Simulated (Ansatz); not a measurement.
Cost and result for the atomization energy of CH4FGeO (`C[O][GeH][F]`) radical (8 atoms, 7 bonds).

```xyz
8

C    -0.957   -0.308   -0.692
O    -0.448   -0.006    0.589
Ge    1.097    0.842    0.760
F     1.433    0.644    2.453
H    -1.682   -1.117   -0.577
H    -0.178   -0.646   -1.387
H    -1.470    0.553   -1.133
H     2.204    0.038   -0.013
```

The species carries charge 0 and has multiplicity 2. Correlated methods include outer-core shells of Ge, which these sets cover unevenly. Scalar relativity is left out up to krypton. Geometry: relaxed with PBE0-D4/def2-TZVP. It is one conformer, not always the lowest. Program: Ansatz. All runs use 4 threads of an Arm Neoverse V2 on a shared host. Times are those of one run each, without the atoms' runs, and a repeat can differ threefold. Electronic energies, without spin–orbit coupling; frozen cores. CCSD(T)/CBS adds CCSD(T) − MP2 in def2-TZVPP to the MP2 limit, and its time is that of the two runs behind it. T1 = 0.015; ⟨S²⟩ of the reference is 0.76. With those shells the extrapolation isn't a true limit. B3LYP takes the VWN-RPA correlation (the form of Gaussian; ORCA's B3LYP/G). HSE06 is the plane-wave form, built on full-range PBE exchange.

CCSD(T)/CBS is a level of theory with its own doubt, some kJ/mol a heavy atom from the limit and from the frozen cores, so smaller differences don't rank the functionals.

```csv
level,functions,wall time,atomization (kcal/mol),difference from CCSD(T)/CBS,per bond
LDA (SPW92)/def2-TZVPP,197,1.2 s,763.0,108.2,15.5
BLYP-D4/def2-TZVPP,197,2.3 s,657.3,2.5,0.4
HSE06-D4/def2-TZVPP,197,3.6 s,651.5,-3.3,-0.5
CAM-B3LYP-D4/def2-TZVPP,197,3.6 s,658.2,3.4,0.5
B3LYP-D4/def2-TZVPP (with forces),197,3.9 s,653.1,-1.7,-0.2
B2PLYP/def2-TZVPP,197,5 s,648.3,-6.5,-0.9
r2SCAN-D4/def2-TZVPP (with forces),197,5.5 s,659.5,4.7,0.7
r2SCANh-D4/def2-TZVPP,197,6.5 s,652.7,-2.1,-0.3
ωB97X-V/def2-TZVPP,197,8.5 s,657.1,2.3,0.3
CCSD(T)/def2-SVP,94,14 s,613.1,-41.7,-6.0
MP2/def2-QZVPP,380,18 s,663.0,8.2,1.2
CCSD(T)/def2-TZVPP,197,5 min,639.6,-15.2,-2.2
CCSD(T)/CBS(def2),–,5.3 min,654.8,0.0,0.0
```

From PBE to PBE0 (25 % exact exchange), in def2-TZVPP and without D4, the atomization energy moves by −18.2 kcal/mol: exact exchange takes away binding that semilocal exchange gives to molecules. The D4 term adds +4.9 kcal/mol with B3LYP and +2.5 kcal/mol with PBE0; it sums over pairs of atoms, weighted by their polarisabilities, and B3LYP, whose exchange is more repulsive, gets the larger term. In def2-TZVPP, CCSD(T) changes the Hartree–Fock value by +178.3 kcal/mol (the triples alone add +10.9 kcal/mol) and MP2 by +192.4 kcal/mol; breaking electron pairs costs correlation energy, which Hartree–Fock lacks.

For some Ge, Se and Sn compounds the MP2-based and the directly extrapolated limit differ by 10 to 25 kJ/mol.
